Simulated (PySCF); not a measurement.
C₄H₁₀OSSi.
Numbering: `[CH3:1][C:2](=[S:3])[O:4][CH2:5][CH2:6][SiH3:7]` (hydrogens: H8, H9, H10 on C1; H11, H12 on C5; H13, H14 on C6; H15, H16, H17 on Si7)

Structure used (GFN2-xTB), in Å, numbered top down from 1:
```
atom  x, y, z in Å
C1    -2.591    0.575   -0.805
C2    -1.737    0.391    0.407
S3    -2.284    0.635    1.923
O4    -0.498    0.034    0.118
C5     0.442   -0.115    1.176
C6     1.785   -0.417    0.543
Si7    2.018    0.660   -1.015
H8    -2.211   -0.024   -1.628
H9    -2.567    1.624   -1.102
H10   -3.621    0.311   -0.581
H11    0.096   -0.906    1.853
H12    0.475    0.820    1.747
H13    1.834   -1.472    0.273
H14    2.568   -0.239    1.278
H15    1.238    0.118   -2.126
H16    1.603    2.030   -0.714
H17    3.443    0.636   -1.357
```

Level of theory: PySCF, TDDFT B3LYP/def2-SVPD, vertical, gas phase, core orbitals frozen in the response. GFN2-xTB frequencies show an imaginary mode (28i cm⁻¹), so this geometry is no minimum at that level.

Transition dipole moments from the ground state, in atomic units and in the frame of the coordinates above (overall signs are arbitrary), for the states with f of 0.002 or more among the lowest 8:

| state | E (hartree) | μx | μy | μz |
| --- | --- | --- | --- | --- |
| S2 | 0.2055 | 0.233 | -0.072 | -0.812 |
| S3 | 0.2078 | -0.785 | 0.185 | 0.531 |
| S4 | 0.2213 | -0.316 | 0.048 | 0.071 |
| S6 | 0.2347 | 0.425 | -0.115 | 0.208 |
| S7 | 0.2406 | 0.078 | -0.030 | -0.096 |
| S8 | 0.2410 | -0.154 | -0.051 | -0.193 |

Task: What oscillator strength does each state have?

Result: f = (2/3) ΔE |μ|² with ΔE in hartree (27.2114 eV).

```tsv
state	|μ|² (au)	|μ| (D)	f
S2	0.719	2.16	0.099
S3	0.932	2.45	0.129
S4	0.107	0.83	0.016
S6	0.237	1.24	0.037
S7	0.016	0.32	0.003
S8	0.063	0.64	0.010
```

Task: Which bond between heavy atoms lies closest to the direction of the S3 transition dipole?

Result: C5–C6, at 9° from it; next C2–O4 at 21°.

Task: What angle do the transition dipoles of S2 and S3 make?

Result: |cos θ| = |μa·μb| / (|μa| |μb|) = 0.77, so θ ≈ 40° (taken between 0 and 90°, since the signs are arbitrary).

Task: What peak molar absorption coefficient would the strongest computed level give as a lone Gaussian band 0.4 eV wide at half height?

Result: ε(max) = 2.175×10⁸ f / FWHM, with the width in cm⁻¹. S3: 2.175×10⁸ × 0.1292 / 3226 ≈ 8700 L mol⁻¹ cm⁻¹.

Time: 99 s (with the writing of density and orbital grids); peak memory 0.89 GiB. Hardware: an Arm Neoverse N1 with one thread, no GPU, shared host with 64 logical CPUs at a one-minute load of 60.

One conformer stands for the species.
